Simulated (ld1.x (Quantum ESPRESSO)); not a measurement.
## niobium (Nb), RRKJ: configuration errors across variants

- Element: Nb (Z = 41)
- Generator: ld1.x (Quantum ESPRESSO) 7.5
- Type: norm-conserving RRKJ (Kleinman–Bylander form)
- Functional: PBE
- Relativity: scalar-relativistic
- Frozen core: [Kr]
- Valence charge: 5
- Reference configuration: 4d4 5s1 5p0
- Partial waves: 5p (bound, empty): rc 3.00 bohr; 4d (bound): rc 1.60 bohr; 5s (bound): rc 3.30 bohr
- Local potential: the s channel
- Core correction: Bessel-smoothed model core inside 1.65 bohr

All-electron excitation energies from the reference (eV): (1) 4d4 5s0 5p0 6.637; (2) 4d3 5s0 5p0 20.677; (3) 4d2 5s0 5p0 45.402; (4) 4d4.5 5s0.5 5p0 0.558; (5) 4d3 5s1 5p0 7.018; (6) 4d3 5s2 5p0 -0.516; (7) 4d4 5s0.5 5p0 2.638.

Errors AE − PS in meV (a dash: test not solved or not reliable):

| change | (1) | (2) | (3) | (4) | (5) | (6) | (7) | bound ghosts |
| --- | --- | --- | --- | --- | --- | --- | --- | --- |
| base | -16 | -123 | -666 | -17 | -71 | -87 | -3.9 | none |
| core correction Bessel-smoothed model core inside 0.80 bohr | -16 | -123 | -664 | -17 | -71 | -87 | -3.8 | none |
| core correction Bessel-smoothed model core inside 0.98 bohr | -16 | -123 | -665 | -17 | -71 | -87 | -3.8 | none |
| core correction Bessel-smoothed model core inside 1.20 bohr | -16 | -123 | -665 | -17 | -71 | -87 | -3.8 | none |
| core correction Bessel-smoothed model core inside 1.40 bohr | -16 | -123 | -665 | -17 | -71 | -87 | -3.8 | none |
| core correction Bessel-smoothed model core inside 1.64 bohr | -16 | -123 | -666 | -17 | -71 | -87 | -3.9 | none |
| core correction Bessel-smoothed model core inside 1.92 bohr | -16 | -123 | -664 | -17 | -71 | -87 | -3.8 | none |

Task: Give the same row for: core correction none.

Result: +22, +27, -71, -9.4, -36, -36, +2.7; bound ghosts: none.
